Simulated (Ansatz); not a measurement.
Born–Oppenheimer molecular dynamics of a periodic cell of 36 atoms, H5C2O2 (contents 2 CH3OH + 6 H2CO, density as packed 0.81 g/cm³ with natural masses). It goes on from the last frame of an earlier run, with new velocities.

Level of theory: Ansatz 0.2.0, DFT PBE-D3(BJ), scalar-relativistic, plane waves, PAW. Settings: accuracy low, cutoff 420 eV, k mesh 1x1x1, fermi-dirac smearing 0.05 eV, no spin polarisation.

```yaml
ensemble: NVT, Langevin thermostat
time_step: 0.5 fs
steps_asked: 260
set_temperature: 1000 K
friction: 0.01 /fs
seed: 567227
```

First frame:

```xyz
36
Lattice="7.9370 0.0000 0.0000 0.0000 7.9370 0.0000 0.0000 0.0000 7.9370" Properties=species:S:1:pos:R:3
C 5.699 2.335 0.476
O 4.392 2.442 0.682
H 5.938 1.583 -0.245
H 3.794 2.592 -0.049
H 6.098 3.456 0.076
H 6.335 2.272 1.496
C 6.647 5.501 4.323
O 7.970 5.990 3.597
H 6.248 6.293 4.903
H 7.899 5.406 2.803
H 5.998 5.245 3.523
H 6.834 4.541 4.727
O 3.808 4.753 5.157
C 3.698 4.521 3.983
H 4.549 3.941 3.534
H 2.784 4.553 3.432
O 1.523 4.318 8.786
C 1.764 5.383 8.209
H 1.760 6.424 8.670
H 2.062 5.418 7.050
O 1.186 1.054 9.015
C 1.562 0.573 7.986
H 2.472 0.945 7.413
H 0.892 -0.057 7.312
O 4.222 5.828 0.995
C 4.703 6.975 0.801
H 4.558 7.523 -0.202
H 5.159 7.391 1.698
O 1.125 0.954 5.131
C 1.789 0.249 4.395
H 1.397 0.027 3.373
H 2.754 -0.180 4.703
O 5.841 1.295 5.355
C 6.522 1.646 4.449
H 6.942 2.640 4.430
H 6.654 1.045 3.413
```

**Question.** What does the run give?

**Answer.** The run went to its last step.

* steps done: 260
* time covered: 130 fs
* mean temperature over the second half: 829 K
* spread of the potential energy over the second half: 6.9 meV per atom
* mean potential energy of the second half above the start: 9.5 meV per atom

The mean temperature of the second half is 17 % below the set value. A run of 0.13 ps of so small a system gives no equilibrium averages. Limits of this set-up: coarse k mesh, low accuracy level.

**Question.** What happens to the structure?

**Answer.** Mean squared displacements from the first frame to the last, about the centre of mass: C 0.74 Å², O 0.72 Å², H 2.49 Å². This is one draw of velocities; another would differ in detail.

**Question.** How do temperature and energy run in time?

**Answer.** 
| time (fs) | T (K) | potential energy less start (eV) |
| --- | --- | --- |
| 0.0 | 972 | 0.000 |
| 6.5 | 870 | 0.790 |
| 13.0 | 1009 | 0.050 |
| 19.5 | 917 | 0.400 |
| 26.0 | 981 | 0.880 |
| 32.5 | 974 | 0.881 |
| 39.0 | 910 | 0.824 |
| 45.5 | 823 | 0.967 |
| 52.0 | 933 | 0.501 |
| 58.5 | 889 | 0.840 |
| 65.0 | 924 | 0.591 |
| 71.5 | 851 | 0.888 |
| 78.0 | 829 | 0.383 |
| 84.5 | 947 | -0.095 |
| 91.0 | 735 | 0.568 |
| 97.5 | 789 | -0.019 |
| 104.0 | 698 | 0.379 |
| 110.5 | 783 | 0.278 |
| 117.0 | 880 | 0.153 |
| 123.5 | 816 | 0.463 |
| 130.0 | 959 | 0.302 |

The run took 11 min on 1 thread of Arm Neoverse V2, with other jobs on the host, peak memory 0.48 GiB.
